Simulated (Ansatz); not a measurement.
## Worked example: the step energy

An elementary step of SiNH₇Cl₂O, closed shell (SiH₂Cl₂ ([Cl][SiH2][Cl]) + H₂O + NH₃ → SiNH₃Cl₂ ([NH2][SiH]([Cl])[Cl]) + H₂O + H₂; Si–H, H–N, H–O broken or loosened, Si–N, H–H, H–O formed or tightened). “Start” and “end” are the PBE0-D4/def2-TZVP structures reached by relaxing down either side of its saddle point, with the molecules still in contact.

Computed with Ansatz 0.2.0 (basis: def2-TZVPP and def2-QZVPP); correlated methods freeze the cores.

Energies in eV:

| quantity | end | start |
| --- | --- | --- |
| Hartree–Fock, triple zeta (X = 3) | -36505.06273 | -36504.71214 |
| Hartree–Fock, quadruple zeta (X = 4) | -36506.20170 | -36505.82917 |
| MP2 correlation, X = 3 | -27.49884 | -27.64022 |
| MP2 correlation, X = 4 | -29.90660 | -30.05213 |
| CCSD(T) correlation, X = 3 | -30.17251 | -30.34702 |

(1) Work out the step energy at the basis limit: extrapolate Hartree–Fock as E(X) = E∞ + A exp(−7.88 √X) and the MP2 correlation as E(X) = E∞ + B X^−2.97 (the exponents that Neese and Valeev fitted for def2-TZVPP and QZVPP), then add CCSD(T) − MP2 in triple zeta.

T1 diagnostic: at most 0.010.

## Answers

(1) Each step is linear, so take the differences first (end − start): Hartree–Fock -0.35059 (X = 3) and -0.37253 (X = 4); MP2 correlation 0.14138 and 0.14553; CCSD(T) correlation 0.17451.
Two points give E∞ = E(4) + w [E(4) − E(3)], with w = 1/(exp(7.88 (2 − √3)) − 1) = 0.1377 for Hartree–Fock and w = 1/((4/3)^2.97 − 1) = 0.7407 for the correlation.
Hartree–Fock: -0.37253 + 0.1377 × (-0.02194) = -0.3756 eV.
MP2 correlation: 0.14553 + 0.7407 × 0.00415 = 0.1486 eV.
CCSD(T) − MP2: 0.17451 − 0.14138 = 0.0331 eV.
Sum: -0.3756 + 0.1486 + 0.0331 = -0.1939 eV, or -4.47 kcal/mol. Plain CCSD(T) in triple zeta gives -0.1761 eV, so the larger basis shifts the result by -0.0178 eV.

Labels in which every atom is bracketed show which atoms are joined, not bond orders.

For scale, one of the runs: CCSD(T)/def2-TZVPP, 286 basis functions, launched by `ansatz run in.yaml --threads 8 --pin off --events-out ev --progress --plain --max-ram 19148MiB`. Hardware: 8 CPU threads of an Intel Xeon, shared host. Wall time 3.1 min; peak host memory 8.4 GiB.
